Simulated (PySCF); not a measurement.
Isomers of C9H13N, from PySCF 2.14.0, PBE0-D3(BJ)/def2-SVP geometry optimisation, gas phase. One conformer each, no zero-point energy, no frequencies.

Task: Which isomer lies lowest at this level?
A. `[CH3:1][CH2:2][CH2:3][c:4]1[cH:5][cH:6][c:7]([NH2:8])[cH:9][cH:10]1` with C1–C2–C3–C4 64°, C2–C3–C4–C5 -99°: A = 3089, B = 724.0, C = 671.9 MHz, dipole 1.70 D
B. `C(=C=C=CC)=C(C)N(C)C`: A = 3210, B = 477.1, C = 434.0 MHz, dipole 2.50 D
C. `[CH3:1][CH2:2][N:3]([CH3:4])[c:5]1[cH:6][cH:7][cH:8][cH:9][cH:10]1` with C1–C2–N3–C4 86°, C2–N3–C5–C6 172°: A = 2535, B = 946.2, C = 738.7 MHz, dipole 2.08 D
D. `[CH3:1][N:2]([CH3:3])[CH2:4][c:5]1[cH:6][cH:7][cH:8][cH:9][cH:10]1` with C1–N2–C4–C5 -67°, N2–C4–C5–C6 141°: A = 3288, B = 745.1, C = 695.5 MHz, dipole 0.68 D
E. `CC1=CC=CC=C1N(C)C`: A = 2103, B = 1162, C = 821.8 MHz, dipole 1.06 D

Result: A. That is 4-propylaniline, `CCCc1ccc(N)cc1`, 11.7 kcal/mol below the next.

```
            SMILES                                                         mapped SMILES      E (Eh)  relative (kcal/mol)  relative (kJ/mol)  dipole (D)
    CCCc1ccc(N)cc1   [CH3:1][CH2:2][CH2:3][c:4]1[cH:5][cH:6][c:7]([NH2:8])[cH:9][cH:10]1  -404.79713                  0.0                0.0        1.70
    CCN(C)c1ccccc1    [CH3:1][CH2:2][N:3]([CH3:4])[c:5]1[cH:6][cH:7][cH:8][cH:9][cH:10]1  -404.77846                 11.7               49.0        2.08
    Cc1ccccc1N(C)C     [CH3:1][c:2]1[cH:3][cH:4][cH:5][cH:6][c:7]1[N:8]([CH3:9])[CH3:10]  -404.77519                 13.8               57.6        1.06
    CN(C)Cc1ccccc1    [CH3:1][N:2]([CH3:3])[CH2:4][c:5]1[cH:6][cH:7][cH:8][cH:9][cH:10]1  -404.76978                 17.2               71.8        0.68
CC=C=C=C=C(C)N(C)C  [CH3:1][CH:2]=[C:3]=[C:4]=[C:5]=[C:6]([CH3:7])[N:8]([CH3:9])[CH3:10]  -404.64501                 95.5              399.4        2.50
```

As drawn, the lowest has an aromatic ring and an N–H bond, which the highest lacks; the highest has cumulated double bonds and a C=C bond outside aromatic rings, which the lowest lacks.
